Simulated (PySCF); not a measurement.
**Structure elucidation problem**

The spectra below were simulated for a compound C4H12O2Si.

1H NMR (300 MHz, computed): δ 3.55 (s, 6H), 0.04 (s, 6H).

13C{1H} NMR (computed): δ 53.0 (2C), -4.9 (2C).

Computed data (PySCF 2.14): coordinates at the PBE0-D3(BJ)/def2-TZVP level, shieldings: GIAO B97-2/pcSseg-2. One conformer, one averaged value for each set of equivalent atoms, gas phase, relativity neglected.

Chemical shifts δ = σref − σ; 1H (σ = 31.64 ppm), 13C (σ = 185.38 ppm) vs TMS, all at this level.

Deduce the structure.

Results:


- Rings plus π bonds: 0.
- 2 carbon signals for 4 carbons: some carbons are equivalent by symmetry or fast rotation.
- Carbon types of the structure: 4 × CH3, which accounts for all hydrogens.
- δC 53.0: methyl carbon bonded to O; deshielded by the electronegative neighbour.
- δC -4.9: methyl carbon bonded to Si; an electropositive neighbour leaves it electron-rich and shielded.
- δH 3.55: hydrogen on a methyl carbon bonded to O; its carbon carries O, an electronegative neighbour.
- δH 0.04: hydrogen on a methyl carbon bonded to Si; an electropositive neighbour shields it, as in TMS itself.

These data were computed for `InChI=1S/C4H12O2Si/c1-5-7(3,4)6-2/h1-4H3`.

The shifts were computed for this structure.

Shifts are as computed. Against solution values, carbons near 30 ppm lie about +3 ppm off and those near 130 ppm about +7 ppm. Of 1309 compounds with measured shifts, 239 miss one by over three times the rms of a fit or turn the order of signals round; such compounds aren't used in these exercises. No couplings were computed; multiplicities are counted from neighbouring protons, with m where these are inequivalent, close in shift, in a saturated or five-membered ring or joined by F or P, and br s for small geminal =CH2 splittings.
